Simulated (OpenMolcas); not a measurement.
# What dynamic correlation does to the levels of Nb2+

```json
{"Program": "OpenMolcas", "Basis": "ANO-R3 [8s6p6d3f2g1h]", "Scalar Hamiltonian": "X2C, finite nucleus", "Active space": "3 electrons in 6 orbitals (4d 5s)", "State averaging": "2S+1 = 4 even, 20 roots; 2S+1 = 2 even, 70 roots kept (CI in the orbitals of an earlier block)", "Spin-orbit coupling": "RASSI with atomic mean-field integrals over the reference wave functions, term energies averaged over their components"}
```

Methods on the same reference wave functions:
A. CASSCF
B. SS-CASPT2, IPEA 0.25 Eh, imaginary shift 0.1 Eh (closed shells correlated: 4s 4p)
C. MS-CASPT2, IPEA 0.25 Eh, imaginary shift 0.1 Eh (closed shells correlated: 4s 4p)

Energies in cm-1 above 4d3 4F 3/2, the measured ground level; measured values from the list in Shadmi, J. Res. Natl. Bur. Stand. 70A, 435 (1966).

| Level | A | B | C | Measured |
| --- | --- | --- | --- | --- |
| 4d3 4F 3/2 | 0.0 | 0.0 | 0.0 | 0.0 |
| 4d3 4F 5/2 | 522 | 537 | 539 | 516 |
| 4d3 4F 7/2 | 1204 | 1221 | 1225 | 1177 |
| 4d3 4F 9/2 | 2007 | 2010 | 2010 | 1939 |
| 4d3 4P 3/2 [69 %] | 11356 | 8800 | 8760 | 8608 |
| 4d3 4P 1/2 | 11382 | 8900 | 8890 | 8664 |
| 4d3 2G 7/2 | 11919 | 9320 | 9310 | 9236 |
| 4d3 4P 5/2 | 12314 | 9890 | 9880 | 9594 |
| 4d3 2G 9/2 | 12515 | 9890 | 9880 | 9804 |
| 4d3 2P 1/2 | 13696 | 10790 | 10730 |  |
| 4d3 2H 9/2 | 16280 | 13080 | 13080 | 12916 |
| 4d3 2D 3/2(1) [71 %] | 16630 | 13220 | 13110 |  |
| 4d3 2H 11/2 | 16669 | 13410 | 13420 | 13264 |
| 4d3 2D 5/2(1) | 16921 | 13370 | 13320 | 13094 |
| 4d3 2F 7/2 | 25099 | 20150 | 19960 | 19861 |
| 4d3 2F 5/2 | 25103 | 20170 | 20080 | 19975 |
| 4d2 5s 4F 3/2 | 25310 | 25390 | 25400 | 25220 |
| 4d2 5s 4F 5/2 | 25844 | 25890 | 25890 |  |
| 4d2 5s 4F 7/2 | 26500 | 26580 | 26580 |  |
| 4d2 5s 4F 9/2 | 27334 | 27440 | 27440 | 27374 |
| 4d2 5s 4P 1/2 | 36831 | 35320 | 35320 | 34514 |
| 4d2 5s 4P 3/2 [54 %] | 37124 | 35410 | 35540 |  |
| 4d2 5s 2F 7/2 | 39357 | 34350 | 34560 | 35079 |
| 4d2 5s 2D 3/2 [53 %] | 39921 | 35970 | 36440 |  |

Deviations, from unrounded energies. A percentage is the sum of absolute deviations over the sum of measured energies, with the sign that they share, or ± where signs differ.

```
                        Against measurement  Levels      A     B     C
             mean absolute deviation (cm-1)      17   2400   230   190
      fine structure of the ground term (%)       3   +2.8  +3.7  +3.9
other terms of the ground configuration (%)      10  +27.6  +1.6  +1.2
                   other configurations (%)       4   ±5.5  ±1.4  ±1.3
```

C lies closest to measurement on these levels and A furthest from it. The largest miss of C in the table is 4d2 5s 4P 1/2, by +810 cm-1. The ranking rests on the paired levels alone, and a cruder setting can come out closer through cancelling errors.

Between B and C the level of the table that moves most is 4d2 5s 2D 3/2 [53 %], by 470 cm-1 (lowest in B, highest in C). Moves below CASPT2's spread within the term are not significant.

The mean deviations of B to C differ by less than CASPT2's widest spread within a term (860 cm-1), so their order carries little weight.

From A to B the spin-free energies of the other terms of 4d3 shown, above 4F, scale by factors of 0.76 to 0.79, as is usual when dynamic correlation screens the repulsion within a d or f shell.

The lowest spin-free term lies below A's lowest term by 0.328 hartree in B, 0.328 hartree in C.

CASPT2 breaks the degeneracy within a term, and the mean is taken; among the terms shown or strongly mixed into the levels shown the widest spread is 860 cm-1 (4d2 5s 2F, C). Terms from blocks run as CI alone lack orbitals of their own. A single d shell beside an s shell can misplace configurations of different d count against each other. The CASPT2 spread within a term exceeds the gap to the next term for 4d3 2D(1) and 4d3 2H, so the order of their levels is uncertain (figures for B; the like holds for C). Without dynamic correlation excited terms often stand tens of per cent too high (terms of higher spin than the ground term too low), and those without a measured partner can miss by more than the paired ones (holds for A). Some levels mix across a computed gap that differs much from the measured one, so their mixing is not that of the real levels (holds for C). Computed and measured levels are paired by configuration, term and J; levels that our copy of the source lacks, or whose pairing is in doubt (as where it misses far off the trend of its configuration), stay unpaired and out of the deviations. Only configurations of the active space appear. Levels that lie high or do not pair safely by name in every column are left out.

A share in square brackets marks a mixed level and gives the weight of the term that names it, the lowest over the columns. A number in round brackets counts repeated terms of one configuration in the order of the reference energies.
